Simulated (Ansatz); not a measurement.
Z-matrix (Å, degrees):
```
Si
H 1 1.4831
H 1 1.4843 2 107.82
Si 1 2.3360 2 109.32 3 -118.14
H 4 1.4803 1 111.75 2 59.95
H 4 1.4809 5 108.58 1 121.58
H 4 1.4817 5 108.38 6 117.20
Si 1 2.3378 2 110.50 3 120.07
H 8 1.4829 1 109.76 2 -57.38
H 8 1.4833 9 107.56 1 -117.87
C 8 1.8733 9 110.15 10 -119.87
H 11 1.0903 8 110.91 9 58.85
H 11 1.0904 12 108.00 8 121.73
H 11 1.0904 12 107.99 13 116.44
```
Charge 0, multiplicity 1.

Level of theory: frozen-core CCSD(T)/cc-pVTZ // CAM-B3LYP-D3(BJ)/def2-TZVP run with Ansatz (an electronic-structure program).

```yaml
HF energy: -910.54222 Ha
MP2 correlation energy: -0.56489 Ha
```

Estimate the CCSD correlation energy, the (T) correction, the total energy and the T1 diagnostic.


- CCSD correlation energy: -0.64318 Ha
- (T) correction: -0.02299 Ha
- CCSD(T) total energy: -911.20839 Ha
- T1 diagnostic: 0.012
